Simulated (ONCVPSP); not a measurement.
Before and after: ONCV potential for Ge (Z = 32)

ONCVPSP 4.0.1 input, shortened (lines: element, Z, core and valence counts, functional; n l f; lmax; l rc ep ncon nbas qcut; lloc lpopt rc5 dvloc0; l nproj debl; icmod fcfact rcfact), PBE, scalar-relativistic:

```
  Ge 32.00    5    3        4      upf
    1    0    2.00
    2    0    2.00
    2    1    6.00
    3    0    2.00
    3    1    6.00
    3    2   10.00
    4    0    1.50
    4    1    2.50
    2
    0    1.70    0.00    4    8    3.20
    1    2.35    0.00    4    9    3.40
    2    1.35    0.00    4    9    9.90
    4    5    1.05    1.00
    0    2    3.70
    1    2    2.30
    2    1    0.60
    0    0.00    0.00
```

Change: p: debl 1.15.

Cutoffs: the cutoffs (Ha) at which the residual kinetic energy of the hardest occupied pseudo-wave falls to 1 and 0.1 mHa per electron; they do not see the model core or the augmentation charge, which bear on the density cutoff. Errors are all-electron minus pseudo energies relative to the spin-unpolarised reference configuration.

How do hardness, ghosts and transferability respond?

The potential gets neither clearly harder nor softer (48 Ha and 147 Ha → 48 Ha and 147 Ha); the errors of the 4 common tests hardly move; the range in which the p phases agree narrows (upper end 4.1 → 2.3); neither file shows a bound ghost.

```csv
quantity,base,changed
"cutoff, loose",48 Ha,48 Ha
"cutoff, tight",147 Ha,147 Ha
bound ghosts,none,none
GHOST(+) flags under 300 eV,"s at 73.3 eV, p at 128.3 eV",s at 73.3 eV
"error for 3d10 4s2 4p2, meV [ΔE -3.95 eV]",+2.0,+2.0
"error for 3d10 4s2 4p1, meV [ΔE 3.49 eV]",-0.2,-0.2
"error for 3d10 4s2 4p0, meV [ΔE 18.93 eV]",-11,-11
"error for 3d10 4s1 4p2, meV [ΔE 12.21 eV]",+0.3,+0.1
s: phases at 1.72 bohr within 0.05 rad from the reference energy up to (Ha; the scan ends near 5),2.7,2.7
p: phases at 2.38 bohr within 0.05 rad from the reference energy up to (Ha; the scan ends near 5),4.1,2.3
d: phases at 1.37 bohr within 0.05 rad from the reference energy up to (Ha; the scan ends near 5),0.3,0.3
```
